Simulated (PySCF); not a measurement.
# How the method changes the shape and vibrations of ClH2O2Si anion

Calculated results; nothing here was measured. They come from PySCF 2.14.0, an open-source quantum chemistry program, on an isolated molecule that a program drew, which may never have been made. The molecule is ClH2O2Si anion (charge -1, singlet), drawn as the SMILES string `[O-][SiH](O)Cl`.

The geometry was optimised and harmonic frequencies were computed with HF and MP2, all in the aug-cc-pV(D+d)Z basis, for the commonest isotopes, with a restricted reference for singlets and an unrestricted one otherwise, and a frozen core in MP2. Each result is a local minimum of its method.

Geometry at the HF minimum:
```xyz
6
ClH2O2Si anion, angstrom
O     0.5304    0.4437   -0.5822
Si    0.5570    0.3248    0.9472
O     0.7361   -1.2264    1.5577
Cl    2.2345    1.3833    1.8738
H    -0.5498    0.8888    1.7583
H     1.0425   -1.8036    0.8774
```

Lengths of the bonds as drawn, in Å (atoms numbered as above):
```
bond,HF,MP2
O1-Si2,1.534,1.576
Si2-O3,1.677,1.716
Si2-Cl4,2.189,2.189
Si2-H5,1.484,1.491
O3-H6,0.943,0.968
```

Rotational constants, in GHz:
```
constant     HF    MP2
       A   7.15   6.81
       B  3.295  3.266
       C  2.469  2.412
```

Harmonic frequencies in cm^-1, each column in rising order, so a row needn't be the same motion in every method:
| rank | HF | MP2 |
|---|---|---|
| 1 | 212 | 183 |
| 2 | 234 | 219 |
| 3 | 318 | 294 |
| 4 | 382 | 347 |
| 5 | 461 | 439 |
| 6 | 819 | ? |
| 7 | 899 | 829 |
| 8 | 900 | 844 |
| 9 | 1005 | 946 |
| 10 | 1197 | 1083 |
| 11 | 2253 | 2196 |
| 12 | 4182 | 3835 |

**Estimate the missing MP2 frequency from the HF column.**

A single factor s that minimises the squared misfit of MP2 against s times HF over the other rows is sum(HF x MP2) / sum(HF^2) = 0.9290, with an rms misfit of 36 cm^-1. For rank 6 it gives 0.9290 x 819 = 761 cm^-1. The calculation gives 741 cm^-1, 20 cm^-1 below the estimate. The drawn bonds are on average 1.6 % longer in MP2 than in HF.
